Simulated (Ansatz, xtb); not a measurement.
Stretching the Se3–H4 bond in FHMgSe (SMILES [F][Mg][SeH]) (multiplicity 1 held, fragments rigid). Energies count from the point at 1.475 Å.
Geometry at that point (charge 0, multiplicity 1):
```xyz
4

Mg     0.5347    -1.0479     0.3436
F      1.2991    -2.5474     0.8409
Se    -0.5067     1.0061    -0.3739
H     -0.8817     1.2936     1.0230
```

U- levels take the lowest unrestricted solution at each point, which mixes spins at long bonds. Active spaces are followed from a long bond inwards. Curves can end on different states.

Correlated levels freeze the cores. Filled d and f shells under p-block atoms count as core.

Codes used: Ansatz (an electronic-structure program) with Gaussian orbitals; xtb for the GFN methods. Each number belongs to the level named beside it. The GFN methods have no spin term and hold the electronic entropy of 300 K.

Problem. Give the energy at R = 4.719 Å at the level FIC-MRCISD+Q on CASSCF(4,3)/def2-TZVPP.

Solution. 82.5 kcal/mol

Problem. Give the energy at R = 4.719 Å at the level GFN2-xTB.

Solution. 81.3 kcal/mol

Problem. Estimate the energy at R = 4.719 Å that U-CCSD/def2-TZVPP returns for this input.

Solution. 81.8 kcal/mol

Doubts at one or more of the structures used: a spin-contaminated determinant (U-CCSD/def2-TZVPP); active orbitals that take no part (FIC-MRCISD+Q on CASSCF(4,3)/def2-TZVPP).
